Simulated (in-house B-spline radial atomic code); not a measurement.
# Ionising neutral argon with different functionals

Computed with an all-electron radial atomic-structure program (B-spline basis): scalar-relativistic (spin-free X2C) Hamiltonian, Fermi nucleus of rms radius 3.4274 fm, spin-polarised at highest spin, spherical fractional occupations for the functionals, and exact exchange of hybrids averaged over the configuration. The ionisation energy is the difference of two self-consistent energies, [Ne] 3s2 3p6 → [Ne] 3s2 3p5, without Breit or QED terms; ε is the level of the shell that loses the electron (its least bound occupied spin orbital).

```tsv
method	rung	ΔSCF (eV)	-ε(3p) (eV)
PBE0	global hybrid	?	?
B3LYP	global hybrid	15.83	11.65
TPSSh	global hybrid	15.90	11.07
BHandHLYP	global hybrid	?	?
r2SCAN0	global hybrid	16.03	12.25
B97-1	global hybrid	15.74	11.61
HSE06	range-separated hybrid	15.79	11.54
wB97X	range-separated hybrid	15.74	14.53
CAM-B3LYP	range-separated hybrid	15.81	13.46
LC-wPBE	range-separated hybrid	15.83	14.95
```

(1) What does PBE0 give?

(2) What does BHandHLYP give?

(3) Among the functionals, which spreads more, the ΔSCF values or the orbital energies?

(4) How do they compare with the NIST value?

Answers

(1) ΔSCF 15.80 eV, and -ε(3p) = 11.96 eV.

(2) ΔSCF 15.67 eV, and -ε(3p) = 13.53 eV.

(3) The orbital energies: ΔSCF values span about 0.36 eV and the orbital energies 3.89 eV; here energy differences depend much less on the functional than eigenvalues do.

(4) NIST lists 15.760 eV (measured, ground level to ground level). Errors run from -0.09 to +0.27 eV; wB97X is closest (-0.02 eV), but part of that can be cancellation, since the calculations leave out spin-orbit coupling, Breit-QED terms, multiplet and fine-structure energies.
